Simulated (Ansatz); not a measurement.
HAl, singlet, at a GFN2-xTB geometry (such geometries of metal compounds can be far from the true shape); PBE/STO-3G (Ansatz, a first-principles code).

Ansatz was given this input:
Ansatz 0.2 input:
```yaml
crystal:
  periodic: [false, false, false]
  atoms:
    - {symbol: Al, position_ang: [-0.00000000, -0.00000000, -0.11521965]}
    - {symbol: H, position_ang: [0.00000000, 0.00000000, 1.49785545]}
basis:
  gaussian:
    orbitals: STO-3G
hamiltonian:
  xc: pbe
```

**Question.** Write the output that Ansatz gives for this input, abridged.

**Answer.** 
```
Functional definition: PBE
102 factors; integrals over basis functions are off by at most 1.3e-5 eV
mean field evaluation 1: about -6525.5179 eV, gradient 1.4e1 eV
mean field evaluation 2: about -6525.6649 eV, gradient 1.2e1 eV
mean field evaluation 4: about -6526.3155 eV, gradient 5.0e-2 eV
mean field evaluation 8: about -6526.3094 eV, gradient 9.8e-5 eV
mean field -6526.30943017 eV, -239.8374478675 hartree, gradient 1.4e-6 eV, S^2 0.000000; 0 other end points of the search recorded, 0 dependent functions left out
reference -6526.30944406 eV, -239.8374483779 hartree; 7, 7 occupied and 3, 3 virtual orbitals, 102 factors
Total energy: -6526.30944406 eV, -239.8374483779 hartree
```
